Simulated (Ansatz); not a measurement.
Ligand exchange: C3H7FMg + BH(CH3)(OH) → C3H8MgO + BH(CH3)F

Species: C3H7FMg `C[CH](C)[Mg][F]`, singlet; BH(CH3)(OH), singlet; C3H8MgO `C[CH](C)[Mg][OH]`, singlet; BH(CH3)F, singlet. The partners trade F for OH: Mg–F and B–OH bonds give way to Mg–OH and B–F.

Shapes, held fixed at every level: PBE0-D4/def2-TZVP. Flexible molecules stand in one conformer, not always the lowest. Programs: Ansatz 0.2.0. The zero-point and thermal change to 298 K, harmonic and unscaled (PBE0-D4/def2-TZVP), is -4.5 kJ/mol.

| level | kind | ΔH(298 K) (kJ/mol) | less CCSD(T)/def2-TZVPP |
| --- | --- | --- | --- |
| HF/def2-SVP | Hartree–Fock | +54.4 | +3.0 |
| r2SCAN-D4/def2-TZVPP | meta-GGA | +52.5 | +1.1 |
| BHLYP-D4/def2-TZVPP | global hybrid | +50.7 | -0.7 |
| MP2/def2-TZVPP | perturbation theory | +51.8 | +0.4 |
| CCSD(T)/def2-SVP | coupled cluster or CI | +63.6 | +12.2 |
| CCSD/def2-SVP | coupled cluster or CI | +62.7 | +11.3 |
| CCSD/def2-TZVPP | coupled cluster or CI | +50.2 | -1.2 |
| CCSD(T)/def2-TZVPP | coupled cluster or CI | +51.4 | 0.0 |

The highest level, CCSD(T)/def2-TZVPP, gives ΔH(298 K) = +51.4 kJ/mol; the levels span +50.2 to +63.6. The column of differences is taken from that level and isn't an error. No measured value is set beside it here. Outer-core shells of Mg are correlated in most correlated rows, in sets that cover them unevenly.
